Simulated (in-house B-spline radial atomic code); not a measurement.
**Ionising Sn VII (Sn6+) with different functionals**

Computed with a radial B-spline atomic code at the basis-set limit: scalar-relativistic (spin-free X2C) Hamiltonian, Fermi nucleus of rms radius 4.6519 fm, spin-polarised at highest spin, spherical fractional occupations for the functionals, and exact exchange of hybrids averaged over the configuration. The ionisation energy is the difference of two self-consistent energies, [Kr] 4d8 → [Kr] 4d7, without Breit or QED terms; ε is the level of the shell that loses the electron (its least bound occupied spin orbital). There is no spin-orbit coupling in this Hamiltonian.

| method | rung | ΔSCF (eV) | -ε(4d) (eV) |
| --- | --- | --- | --- |
| PBE0 | global hybrid | 115.44 | 108.29 |
| B3LYP | global hybrid | ? | ? |
| TPSSh | global hybrid | 115.37 | 106.51 |
| BHandHLYP | global hybrid | 115.20 | 110.90 |
| r2SCAN0 | global hybrid | 115.43 | 108.39 |
| B97-1 | global hybrid | 115.49 | 107.83 |
| HSE06 | range-separated hybrid | 115.40 | 107.83 |
| wB97X | range-separated hybrid | 115.31 | 110.69 |
| CAM-B3LYP | range-separated hybrid | 115.42 | 109.71 |
| LC-wPBE | range-separated hybrid | ? | ? |

Question: What does B3LYP give?

Answer: ΔSCF 115.48 eV, and -ε(4d) = 107.74 eV.

Question: What does LC-wPBE give?

Answer: ΔSCF 115.48 eV, and -ε(4d) = 110.92 eV.

Question: Among the functionals, which spreads more, the ΔSCF values or the orbital energies?

Answer: The orbital energies: ΔSCF values span about 0.30 eV and the orbital energies 4.41 eV; here energy differences depend much less on the functional than eigenvalues do.

Question: How do they compare with the NIST value?

Answer: NIST lists 113 eV ± 2 (tabulated theory, ground level to ground level). Errors run from +2.30 to +2.59 eV; all lie within about twice that uncertainty, so the table can't rank the methods.
